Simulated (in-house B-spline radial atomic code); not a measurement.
Excitations of the cadmium ion Cd³⁸⁺ by several methods

Full response, energies in eV; labels give the largest channel, * marks a mixed state, a dash one above the method's threshold, and an imaginary frequency an unstable closed-shell reference. Computed with a B-spline radial code for spherical atoms: linear response of the closed shell [He] 2s2 2p6 with each method's own kernel (bare exchange for TDHF, static screening on G0W0 levels for BSE, the adiabatic kernel for functionals); non-relativistic, point nucleus, no spin-orbit coupling, no double excitations, S, P, D and F terms only. Only terms of natural parity with L up to 3 were computed.

Without relativity these are model numbers for so heavy an element.

```
method  2p → 3s 3P  2p → 3s 1P  2p → 3p 3S  α (bohr³)
  TDHF     3293.16     3300.19     3351.63  0.0003479
   PBE           ?           ?           ?          ?
  OLYP           ?           ?           ?          ?
 wB97X     3271.46     3277.72     3337.83  0.0003494
  BP86     3260.05     3266.46     3326.19  0.0003502
PBEsol     3257.82     3264.36     3323.26  0.0003506
```

Task: What does OLYP give?

Result: 2p → 3s 3P: 3238.66; 2p → 3s 1P: 3248.79; 2p → 3p 3S: 3307.30; α: 0.0003497 (eV, bohr³).

Task: What does PBE give?

Result: 2p → 3s 3P: 3256.85; 2p → 3s 1P: 3263.45; 2p → 3p 3S: 3322.91; α: 0.0003504 (eV, bohr³).
